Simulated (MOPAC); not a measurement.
MOPAC input (PM6):

```
PM6 1SCF CHARGE=-1 GEO-OK AUX(PRECISION=9) THREADS=1
H3BP

B    -0.43661856 1   -0.76965890 1   -1.10615477 1
H     0.34896007 1   -1.70157442 1   -1.19043560 1
P     0.13753784 1    0.31066680 1    0.28713562 1
H    -0.92010685 1    1.04893702 1    0.86718458 1
H     0.69117203 1   -0.15907006 1    1.54699049 1
```

From the last part of the output:

```
                                                       MOPAC v23.2.5 Linux

          FINAL HEAT OF FORMATION =         77.91174 KCAL/MOL =     325.98272 KJ/MOL

          COSMO AREA              =         84.09 SQUARE ANGSTROMS
          COSMO VOLUME            =         66.42 CUBIC ANGSTROMS

          IONIZATION POTENTIAL    =          1.134686 EV
          HOMO LUMO ENERGIES (EV) =         -1.135  5.803
          NO. OF FILLED LEVELS    =          6
          MOLECULAR WEIGHT        =         44.8075         POINT GROUP:  C1

          MOLECULAR DIMENSIONS (Angstroms)

            Atom       Atom       Distance
            H     4    H     2     3.66192
            H     5    B     1     2.50095
            H     4    P     3     0.48472

          SCF CALCULATIONS        =          1

   ATOM   CHEMICAL          X               Y               Z
  NUMBER   SYMBOL      (ANGSTROMS)     (ANGSTROMS)     (ANGSTROMS)

     1       B         -0.43661856  *  -0.76965890  *  -1.10615477  *
     2       H          0.34896007  *  -1.70157442  *  -1.19043560  *
     3       P          0.13753784  *   0.31066680  *   0.28713562  *
     4       H         -0.92010685  *   1.04893702  *   0.86718458  *
     5       H          0.69117203  *  -0.15907006  *   1.54699049  *

                             CARTESIAN COORDINATES

   1    B       -0.436618560    -0.769658900    -1.106154770
   2    H        0.348960070    -1.701574420    -1.190435600
   3    P        0.137537840     0.310666800     0.287135620
   4    H       -0.920106850     1.048937020     0.867184580
   5    H        0.691172030    -0.159070060     1.546990490

           Empirical Formula: H3 B P  =     5 atoms

      MOLECULAR POINT GROUP   :   C1

                  EIGENVALUES
 -15.87150 -10.97505  -9.22695  -5.70696  -3.86859  -1.13469   5.80298   8.67795
   9.40135  10.07416  11.32441 139.79330 140.04102 140.54538 140.82144 140.92363

              NET ATOMIC CHARGES AND DIPOLE CONTRIBUTIONS

  ATOM NO.   TYPE          CHARGE      No. of ELECS.   s-Pop       p-Pop       d-Pop
    1          B          -0.795531        3.7955     1.72423     2.07130
    2          H          -0.011935        1.0119     1.01194
    3          P          -0.172058        5.1721     1.49629     3.66168     0.01410
    4          H           0.004876        0.9951     0.99512
    5          H          -0.025352        1.0254     1.02535
 DIPOLE           X         Y         Z       TOTAL
 POINT-CHG.     1.393     2.878     3.693     4.885
 HYBRID         0.743    -1.012     2.036     2.392
 SUM            2.136     1.865     5.729     6.393

          ATOMIC ORBITAL ELECTRON POPULATIONS

     Atom    s        px        py        pz      x^2-y^2     xz        z^2       yz        xy
    1  B   1.72423   0.73416   0.68619   0.65096
    2  H   1.01194
    3  P   1.49629   1.23628   1.34374   1.08166   0.00139   0.00411   0.00235   0.00413   0.00213
    4  H   0.99512
    5  H   1.02535

 **********************
 *                    *
 * JOB ENDED NORMALLY *
 *                    *
 **********************

 == MOPAC DONE ==
```

The dipole moment of an ion depends on the origin.
